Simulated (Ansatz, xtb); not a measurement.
**Relative energy of two isomers of C3H8Se**

Structure X: `CC[Se]C`, a singlet. Structure Y: `CC(C)[SeH]`, a singlet. Both are isolated molecules in the gas phase, relaxed with r2SCAN-D4/def2-SVP; the shapes shown needn't be the lowest conformers.

X (Å):

```yaml
atoms:
  - { symbol: C, position_ang: [1.3152, -0.2306, -2.1855] }
  - { symbol: C, position_ang: [1.1193, 1.1173, -1.5134] }
  - { symbol: C, position_ang: [-1.0970, 0.2630, 0.2235] }
  - { symbol: Se, position_ang: [-0.7542, 1.5931, -1.1617] }
  - { symbol: H, position_ang: [2.3871, -0.4184, -2.3690] }
  - { symbol: H, position_ang: [0.9405, -1.0558, -1.5598] }
  - { symbol: H, position_ang: [0.7876, -0.2755, -3.1504] }
  - { symbol: H, position_ang: [1.4900, 1.9387, -2.1476] }
  - { symbol: H, position_ang: [1.6608, 1.1802, -0.5550] }
  - { symbol: H, position_ang: [-0.3829, 0.3790, 1.0519] }
  - { symbol: H, position_ang: [-1.0501, -0.7587, -0.1786] }
  - { symbol: H, position_ang: [-2.1129, 0.4497, 0.5987] }
```

Y (Å):

```tsv
atom	x (Å)	y (Å)	z (Å)
C	-0.6379	-1.8362	0.3588
C	-0.4073	-0.3704	0.0281
C	-1.6818	0.3373	-0.4116
Se	0.9210	-0.1470	-1.4379
H	-1.0315	-2.3794	-0.5149
H	0.2886	-2.3362	0.6801
H	-1.3710	-1.9259	1.1803
H	0.0204	0.1528	0.8990
H	-2.4402	0.2718	0.3862
H	-2.1043	-0.1327	-1.3152
H	-1.5064	1.4024	-0.6269
H	2.0034	-0.8503	-0.7310
```

Quicker runs give these differences E(Y) − E(X): GFN2-xTB −13.45 kJ/mol; HF/STO-3G +18.93 kJ/mol (at GFN2-xTB geometries); r2SCAN-D4/def2-SVP//GFN2-xTB −12.88 kJ/mol.

Q: Which of the two would you expect CCSD(T)/def2-SVP + ΔMP2/def2-TZVPP electronic energies to favour?

A: Too close to call at this level: CCSD(T)/def2-SVP + ΔMP2/def2-TZVPP gives E(Y) − E(X) = −7.45 kJ/mol.

How the difference moves with the method:

```json
{"level": "GFN2-xTB", "geometry": "GFN2-xTB", "E(Y) − E(X) (kJ/mol)": "−13.45", "departure from the last row (kJ/mol)": "−6.01", "job, with rough time for the two": "optimisation, 0.61 s"}
{"level": "HF/STO-3G", "geometry": "GFN2-xTB", "E(Y) − E(X) (kJ/mol)": "+18.93", "departure from the last row (kJ/mol)": "+26.38", "job, with rough time for the two": "single point, 2.5 s"}
{"level": "r2SCAN-D4/def2-SVP//GFN2-xTB", "geometry": "GFN2-xTB", "E(Y) − E(X) (kJ/mol)": "−12.88", "departure from the last row (kJ/mol)": "−5.43", "job, with rough time for the two": "single point, 11 s"}
{"level": "r2SCAN-D4/def2-SVP", "geometry": "r2SCAN-D4/def2-SVP", "E(Y) − E(X) (kJ/mol)": "−13.14", "departure from the last row (kJ/mol)": "−5.69", "job, with rough time for the two": "optimisation, 89 s"}
{"level": "HF/def2-SVP", "geometry": "r2SCAN-D4/def2-SVP", "E(Y) − E(X) (kJ/mol)": "−14.24", "departure from the last row (kJ/mol)": "−6.79", "job, with rough time for the two": "part of the CCSD(T) run"}
{"level": "MP2/def2-SVP", "geometry": "r2SCAN-D4/def2-SVP", "E(Y) − E(X) (kJ/mol)": "−20.54", "departure from the last row (kJ/mol)": "−13.09", "job, with rough time for the two": "part of the CCSD(T) run"}
{"level": "CCSD(T)/def2-SVP", "geometry": "r2SCAN-D4/def2-SVP", "E(Y) − E(X) (kJ/mol)": "−21.56", "departure from the last row (kJ/mol)": "−14.11", "job, with rough time for the two": "single point"}
{"level": "CCSD(T)/def2-SVP + ΔMP2/def2-TZVPP", "geometry": "r2SCAN-D4/def2-SVP", "E(Y) − E(X) (kJ/mol)": "−7.45", "departure from the last row (kJ/mol)": "", "job, with rough time for the two": "single point, 2 min"}
```

As drawn, Y has 1 C–C, 1 Se–H in place of 1 C–Se, 1 C–H.

HF/STO-3G puts the two in the other order. The largest departure from CCSD(T)/def2-SVP + ΔMP2/def2-TZVPP is that of HF/STO-3G, 26.38 kJ/mol. The last row adds to CCSD(T) the change of the MP2 difference between the two basis sets, here +14.11 kJ/mol, a large step that makes the value less sure.

With harmonic frequencies from r2SCAN-D4/def2-SVP (ideal gas, rigid rotor, one conformer each, 298.15 K, 1 atm): on the last row, ΔE + ΔZPE = −11.34, ΔH = −12.17, ΔG = −8.88 kJ/mol.

The correlated steps freeze 12 core orbitals; the filled d shell of Se is correlated, in a basis made for valence electrons. Programs: Ansatz 0.2.0, xtb 6.7.1; the last row on 2 threads of AMD EPYC (Zen 3) on a shared host.
